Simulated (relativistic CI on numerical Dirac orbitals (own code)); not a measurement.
**Ga2+: what numerical and physical settings do to a radial Dirac CI calculation**

Reference input:

```
atom Ga  Z=31  charge=2  electrons=29
nucleus A=69  rms_radius_fm=3.9973
hamiltonian dirac-coulomb  breit=on  qed=on  c_scale=1
orbitals kli  potential=per-configuration
slater_scale 1
correlation none
mixing on
grid step=0.0125 r_max=49.7
scf mixing=0.4 start=green max_iterations=150 tolerance=2e-08 node_fill=0.05
configurations
  [Ar] 3d10 4s
  [Ar] 3d10 4p
  [Ar] 3d10 4d
  [Ar] 3d10 4f
  [Ar] 3d9 4s2
end
```

Computed lowest total energy -1940.23666 Ha, first excitation 62252.4 cm⁻¹, 60 SCF steps. Runs with settings changed; * marks those that are bad on purpose:

| Changed | Outcome | Lowest level | ΔE (Ha) | First excitation (cm⁻¹) | SCF steps | Message |
| --- | --- | --- | --- | --- | --- | --- |
| SCF tolerance 1e-10, end of the grid at 34.79 bohr | converged | 3d10 4s 2S_1/2 | -4.98e-10 | 62252.4 | 67 |  |
| end of the grid at 149.1 bohr | converged | 3d10 4s 2S_1/2 | -9.09e-13 | 62252.4 | 60 |  |
| SCF mixing 0.7 | converged | 3d10 4s 2S_1/2 | -1.02e-09 | 62252.4 | 57 |  |
| grid step 0.3 * | not converged |  |  |  | 31 | SCF of 1s2 2s2 2p6 3s2 3p6 3d10 4s stopped: an orbital could not be found |
| Slater scale 0 * | converged | 3d10 4s 2S_1/2 | 0 | 62252.4 | 60 |  |

With so few configurations and no correlation, terms lie too far apart (by 10 to 50 % near neutrality), their order can be wrong, and levels of other configurations are missing.
